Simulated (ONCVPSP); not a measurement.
## Before and after: ONCV potential for tantalum (Ta)

```
Element                 : Ta (Z = 73)
Generator               : ONCVPSP 4.0.1
Type                    : optimised norm-conserving Vanderbilt (ONCV)
Functional              : PBE
Relativity              : scalar-relativistic
Frozen core             : [Kr] 4d10 4f14 5s2
Valence charge          : 11
Reference configuration : 5p6 5d3 6s2
Partial waves           : 6s: rc 2.90 bohr, ncon 3, nbas 6, qcut 1.8 1/bohr, 1 projector; 5p: rc 1.50 bohr, ncon 4, nbas 7, qcut 6.1 1/bohr, 2 projectors, debl 0.6 Ha; 5d: rc 2.40 bohr, ncon 5, nbas 10, qcut 5.7 1/bohr, 3 projectors, debl 2.7 Ha
Local potential         : polynomial inside 1.10 bohr (lpopt 5, dvloc0 6 Ha)
Core correction         : Teter function, fcfact 4.5, rcfact 1.05
```

In the p channel the program set the typed energies aside and used -1.448, 0.250 Ha.

All-electron outer shells of the reference configuration (PBE, scalar-relativistic, ld1.x):

```json
{"shell": "5p", "level (eV)": "-39.40", "outermost node (bohr)": "0.58", "outermost maximum (bohr)": "1.13"}
{"shell": "4f", "level (eV)": "-24.70", "outermost node (bohr)": "–", "outermost maximum (bohr)": "0.44"}
{"shell": "6s", "level (eV)": "-5.44", "outermost node (bohr)": "1.32", "outermost maximum (bohr)": "2.78"}
{"shell": "5d", "level (eV)": "-3.59", "outermost node (bohr)": "0.65", "outermost maximum (bohr)": "1.58"}
```

Change: all radii but the core radius scaled by about 0.79 (s 2.28, p 1.18, d 1.88 bohr); local potential polynomial inside 0.86 bohr (lpopt 5, dvloc0 6 Ha).

Cutoffs: the cutoffs (Ha) at which the residual kinetic energy of the hardest occupied pseudo-wave falls to 1 and 0.1 mHa per electron; they do not see the model core or the augmentation charge, which bear on the density cutoff. Errors are all-electron minus pseudo energies relative to the spin-unpolarised reference configuration.

Question: What does the change do?

Answer: The potential gets harder (30 Ha and 63 Ha → 85 Ha and 104 Ha); both files keep a bound ghost (s); of the 4 tests that both files solve, the error grows in 3 and shrinks in 1 by more than 15 % and 0.3 meV (median size 8.1 → 12.8 meV). A smaller radius makes the pseudo-wave follow the all-electron one further in, where it bends more sharply, so more plane waves are needed.

| quantity | base | changed |
| --- | --- | --- |
| cutoff, loose | 30 Ha | 85 Ha |
| cutoff, tight | 63 Ha | 104 Ha |
| loose cutoff by channel | s 7.6 Ha, p 30 Ha, d 12 Ha | s 6.4 Ha, p 85 Ha, d 13 Ha |
| bound ghosts | s | s |
| GHOST(+) flags under 300 eV | none | p at 223.2 eV |
| error for 5p6 5d3 6s1, meV [ΔE 8.47 eV] | 0.0 | -4.8 |
| error for 5p6 5d3 6s0, meV [ΔE 23.44 eV] | -10 | -6.0 |
| error for 5p6 5d2 6s0, meV [ΔE 47.04 eV] | -36 | +57 |
| error for 5p6 5d4 6s1, meV [ΔE 2.09 eV] | +6.1 | -19 |
| rms error of d²Exc/dni dnj with the model core, mHa | 3.12 | 3.31 |

 A true bound ghost makes a file unfit for plane-wave use even where its test errors are small: the radial tests pick states by their node count and pass the ghost by.
